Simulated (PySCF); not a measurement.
## C⁺: ionisation energy

C⁺ [He] 2s2 2p1 (2P) → C²⁺ [He] 2s2 (1S), as a difference of total energies. Calculation: PySCF 2.14, in x2c-TZVPPall with one added diffuse shell each of s, p, d type (6s4p3d1f, 40 functions); scalar relativity by spin-free X2C-1e. Correlated levels: valence and next inner shell: nothing frozen. The calculations carry no spin-orbit coupling.

```json
{"method": "UHF", "ionisation energy (eV)": "24.167", "error (eV)": "-0.211"}
{"method": "MP2 (valence and next inner shell)", "ionisation energy (eV)": "24.384", "error (eV)": "+0.006"}
{"method": "SCS-MP2 (valence and next inner shell)", "ionisation energy (eV)": "24.340", "error (eV)": "-0.038"}
{"method": "CCSD (valence and next inner shell)", "ionisation energy (eV)": "24.226", "error (eV)": "-0.152"}
{"method": "CCSD(T) (valence and next inner shell)", "ionisation energy (eV)": "24.254", "error (eV)": "-0.124"}
{"method": "CCSDT (valence and next inner shell)", "ionisation energy (eV)": "24.263", "error (eV)": "-0.115"}
```

Reference: 24.378 eV (measured; NIST levels, between the centres of gravity of the two terms).

Errors of the correlated levels include the incompleteness of this basis.

The coupled-cluster amplitudes are large for C²⁺ (T1 above 0.03 or a double amplitude above 0.15), so a single reference is strained.
